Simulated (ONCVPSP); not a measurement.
What one change does to a pseudopotential (krypton, ONCV)

- Element: krypton (Kr)
- Generator: ONCVPSP 4.0.1
- Type: optimised norm-conserving Vanderbilt (ONCV)
- Functional: PW91
- Relativity: non-relativistic
- Frozen core: [Ne]
- Valence charge: 26
- Reference configuration: 3s2 3p6 3d10 4s2 4p5.5 (charge +0.5)
- Partial waves: 3s+4s: rc 1.05 bohr, ncon 3, nbas 6, qcut 9.4 1/bohr, 2 projectors; 3p+4p: rc 1.10 bohr, ncon 3, nbas 6, qcut 10.5 1/bohr, 3 projectors, debl 0.8 Ha; 3d: rc 1.00 bohr, ncon 5, nbas 10, qcut 15.8 1/bohr, local; f scattering state at 0.03 Ha: rc 1.10 bohr, ncon 5, nbas 9, qcut 10.9 1/bohr, 2 projectors, debl 0.6 Ha
- Local potential: the d channel
- Core correction: Teter function, fcfact 5, rcfact 1.75

Change: s: qcut 11.8; p: qcut 13.2; d: qcut 19.8; f: qcut 13.7.

Cutoffs: the cutoffs (Ha) at which the residual kinetic energy of the hardest occupied pseudo-wave falls to 1 and 0.1 mHa per electron; they do not see the model core or the augmentation charge, which bear on the density cutoff. Errors are all-electron minus pseudo energies relative to the spin-unpolarised reference configuration.

Question: How do hardness, ghosts and transferability respond?

Answer: The potential gets harder (112 Ha and 125 Ha → 142 Ha and 159 Ha); both files keep a bound ghost (s); of the 4 tests that both files solve, the error grows in 0 and shrinks in 2 by more than 15 % and 0.3 meV (median size 0.6 → 0.2 meV).

| quantity | base | changed |
| --- | --- | --- |
| cutoff, loose | 112 Ha | 142 Ha |
| cutoff, tight | 125 Ha | 159 Ha |
| loose cutoff by channel | s 30 Ha, p 50 Ha, d 112 Ha | s 44 Ha, p 65 Ha, d 142 Ha |
| bound ghosts | s | s |
| GHOST(+) flags under 300 eV | none | p at 151.5 eV |
| error for 3s2 3p6 3d10 4s2 4p6, meV [ΔE -5.90 eV] | +0.1 | 0.0 |
| error for 3s2 3p6 3d10 4s2 4p5, meV [ΔE 8.47 eV] | -0.2 | -0.1 |
| error for 3s2 3p6 3d10 4s2 4p4, meV [ΔE 33.70 eV] | -1.1 | -0.3 |
| error for 3s2 3p5 3d10 4s2 4p6, meV [ΔE 199.90 eV] | +177 | -22 |
| s: phases at 1.06 bohr within 0.05 rad from the reference energy up to (Ha; the scan ends near 5) | to the end of the scan | to the end of the scan |
| p: phases at 1.12 bohr within 0.05 rad from the reference energy up to (Ha; the scan ends near 5) | to the end of the scan | to the end of the scan |
| d: phases at 1.01 bohr within 0.05 rad from the reference energy up to (Ha; the scan ends near 5) | -1.1 | -0.5 |
| f: phases at 1.12 bohr within 0.05 rad from the reference energy up to (Ha; the scan ends near 5) | to the end of the scan | to the end of the scan |
| rms error of d²Exc/dni dnj with the model core, mHa | 3.86 | 3.54 |

 A true bound ghost makes a file unfit for plane-wave use even where its test errors are small: the radial tests pick states by their node count and pass the ghost by.
